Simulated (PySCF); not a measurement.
Species: C8H11 (doublet state).
Cartesian coordinates in Å at the GFN2-xTB level; atoms count from 1:
```
atom  x, y, z in Å
C1    -0.730   -0.375   -2.627
C2    -1.216    0.898   -1.998
C3     0.249    1.249   -1.729
C4     0.673   -0.063   -2.396
C5     0.917    0.199   -0.907
C6     0.226   -0.591    0.154
C7     0.255   -0.093    1.572
C8     1.041   -1.309    1.188
H9    -1.196   -1.018   -3.342
H10   -1.859    0.825   -1.118
H11   -1.690    1.575   -2.713
H12    0.669    2.232   -1.870
H13    1.503   -0.305   -3.043
H14    1.953    0.423   -0.671
H15   -0.677   -1.082   -0.181
H16    0.797    0.817    1.776
H17   -0.628   -0.218    2.180
H18    0.702   -2.274    1.532
H19    2.116   -1.222    1.140
```

The hyperfine couplings belong to this conformer and change with its torsions.

Identity: `C1CC1[C@H]1[C@H]2[CH]C[C@@H]12` [radical].

Computed with PySCF, UKS B3LYP, pcH-1 on C H, non-relativistic, mean-field spin-orbit, GIAO. Isolated species at its GFN2-xTB geometry (one conformer only). Couplings are sensitive to structure, and on GFN2-xTB geometries they can be far from those on DFT ones. No stability test was run, so a lower SCF solution isn't excluded.

(1) Predict the first-order ENDOR lines of C1, C5, C4, C2, C3, H11, H9, H10, H13 and H12 under fast tumbling at B = 3366.8 mT (W band).

(2) Which pairs are centred on the nuclear Larmor frequency, and which on half the coupling?

(3) At what field would the lower line of C5 fall to zero frequency?

Results:

(1) ν± = |νn ± a/2|, one line for each electron-spin manifold; νn = |g_N| × 7.62259 MHz/T × B.

```
nuclei  isotope     g_N  νn (MHz)  a_iso (MHz)  lower line (MHz)  upper line (MHz)
    C1      13C  1.4048     36.05        99.00             13.44             85.55
    C5      13C  1.4048     36.05        46.11             13.00             59.11
    C4      13C  1.4048     36.05       -35.38             18.36             53.74
    C2      13C  1.4048     36.05       -25.72             23.20             48.91
    C3      13C  1.4048     36.05        21.46             25.32             46.78
   H11       1H  5.5857    143.35        79.55            103.58            183.12
    H9       1H  5.5857    143.35       -60.29            113.20            173.50
   H10       1H  5.5857    143.35        49.94            118.38            168.32
   H13       1H  5.5857    143.35        22.24            132.23            154.47
   H12       1H  5.5857    143.35         7.32            139.69            147.01
```

The rows for 13C, of low natural abundance, apply to labelled samples.

(2) Centred on νn, since |a| < 2νn: C5, C4, C2, C3, H11, H9, H10, H13 and H12. Centred on |a|/2 and split by 2νn: C1.

(3) Where νn = |a|/2, that is B = 23.05 MHz/(1.4048 × 7.62259 MHz/T) = 2150 mT, as far as first order holds there.

Couplings of abundant isotopes left out: H17 (4.3 MHz), H15 (-1.9 MHz), H16 (1.4 MHz) and H19 (1.1 MHz).

The largest Mulliken spin populations are on C1 (+0.96), C4 (-0.09), C5 (+0.08) and C3 (+0.07). No atom but C1 exceeds +0.15. The positive populations add up to 1.20 and the negative ones to -0.20, together 2S = 1. The angles at C1 add up to 355.1°, so it is nearly planar; its axial dipolar tensor and the negative coupling of its proton fit spin in a p orbital normal to that plane.

Time: 3.1 min wall (with the writing of density and orbital grids); peak memory 0.97 GiB. Hardware: one thread, Intel Xeon at 2.50 GHz (x86_64), shared host with 64 logical CPUs at a one-minute load of 62.
